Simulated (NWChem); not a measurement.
## Atomisation of phosphoric acid (H3O4P)

```xyz
8

O      0.4876     0.0905     1.4746
P      0.0896    -0.0024    -0.0771
O      1.2079    -0.0317    -1.0393
O     -0.8931    -1.2707    -0.0886
O     -0.9446     1.2156    -0.2243
H      1.2697     0.6441     1.5954
H     -0.4019    -2.0835    -0.2642
H     -1.0741     1.4450    -1.1535
```
Charge 0, spin multiplicity 1.

All runs are NWChem calculations. Structure: optimised with PBE0/def2-SVP, a minimum by its harmonic frequencies. It is one conformer; others weren't searched.

Basis set: def2-TZVP. The atomisation energy is electronic alone: no zero-point, thermal, spin-orbit or counterpoise terms. No value is extrapolated to the basis-set limit. Free atoms are single determinants with multiplicities O 3, P 4, H 2. Correlated methods freeze the same cores in atoms and molecule, 9 orbitals in all.

No SCF solution was tested for a lower state. Open-shell Hartree-Fock references start from PBE0 orbitals.

Question: For the atomisation energy, CAM-B3LYP gives 756.2 kcal/mol and r2SCAN gives 758.4 kcal/mol. What do LDA (SVWN5), MP2, PBE give?

Answer: LDA (SVWN5): 906.6 kcal/mol; MP2: 757.1 kcal/mol; PBE: 774.8 kcal/mol.
